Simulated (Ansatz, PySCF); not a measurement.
System: sum formula SiCl2F (charge 0, doublet). It need not be the lowest isomer of its formula. SMILES: [Si](Cl)(F)Cl
Geometry: optimised at B3LYP-D3(BJ)/def2-TZVP (Ansatz, an electronic-structure program).

Property: atomisation energy (electronic, to ground-state atoms), in kJ/mol. Valence correlation only, unless marked. UHF or UKS for open shells. Spin-orbit coupling is left out. Non-relativistic. The coupled-cluster limit lacks core correlation, which all-electron functionals hold. Basis-set limits of correlation are two-point, X^-3; Hartree-Fock from the larger set. The bracket is a focal-point correction in the basis named.

```tsv
level	program	atomisation energy (kJ/mol)
PBE0/STO-3G	Ansatz	1359.1
PBE0/def2-SVP	Ansatz	1282.2
BHLYP-D3(BJ)/def2-TZVPD	Ansatz + dftd3	1257.9
BHLYP-D4/def2-TZVPD	Ansatz + dftd4	1256.5
BHLYP/def2-TZVPD	Ansatz	1238.6
TPSSh/def2-TZVPD	PySCF	1312.4
LC-wPBE-D3(BJ)/def2-TZVPD	Ansatz + dftd3	?
wB97M-V/def2-TZVPD	Ansatz	1330.8
RI-MP2/CBS(cc-pV(T+d)Z,cc-pV(Q+d)Z)+[CCSD(T)-MP2]/cc-pV(T+d)Z	Ansatz	1330.4
```

Task: Complete the blanks.

Result: 
- LC-wPBE-D3(BJ)/def2-TZVPD, atomisation energy (kJ/mol): 1329.4
